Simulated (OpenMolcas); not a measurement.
Cu2+ (d9) in a complex was computed by CASSCF with the d shell active (OpenMolcas, ANO-RCC-VTZP on the metal). Its lowest spin-free states, and all those of the highest spin:

| 2S+1 | Degeneracy | E (cm-1) |
| --- | --- | --- |
| 2 | 1 | 0.0 |
| 2 | 2 | 4548 |
| 2 | 2 | 6577 |

Task: Is the site octahedral, tetrahedral or cube-like, axial, or of lower symmetry?

Result: The states with 2S+1 = 2 have orbital degeneracies 1, 2, 2. There are pairs but no triples, so the site is axial: not cubic, but with a proper or improper axis of order three or more. The run had Cu2+ with 2 ligands (ammonia) in linear coordination (D3d) at 1.96 Å. Ligand basis ANO-RCC-VDZP.

Ligand-to-metal charge-transfer states are missing. The distance lies 4 % over the 1.89 Å that this model takes as the normal distance (a Shannon-type radius plus a fixed donor radius); by an R⁻⁵ law this alone changes a d-shell field by about -17 %. No measured value stands beside these numbers; the geometry is a model, was not optimised and need not be the one that this ion takes.
